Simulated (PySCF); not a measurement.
Te(H)(SH) (H2STe), SMILES [TeH]S.

The structure is a stationary point at PBE-D3(BJ)/def2-TZVP. The def2 effective core potentials stand for the cores of Te; spin–orbit coupling is left out.

Vertical ionisation energy (IE) and electron affinity (EA) in eV. Rows of orbital energies are one-electron estimates. Where ΔSCF, EOM or ADC give a negative EA the extra electron is unbound and the value depends on the basis.

```json
[
 {"level": "−ε(HOMO), −ε(LUMO), r2SCAN/def2-TZVPD (PySCF)", "IE": "5.89", "EA": "2.59"},
 {"level": "−ε(HOMO), −ε(LUMO), PBE/def2-TZVPD (PySCF)", "IE": "(withheld)", "EA": "(withheld)"}
]
```

Task: Some entries are withheld; supply them. (Estimate from the structure and the level; the computed values follow.)

Result: 
- −ε(HOMO), −ε(LUMO), PBE/def2-TZVPD (PySCF), IE: 5.65
- −ε(HOMO), −ε(LUMO), PBE/def2-TZVPD (PySCF), EA: 2.78
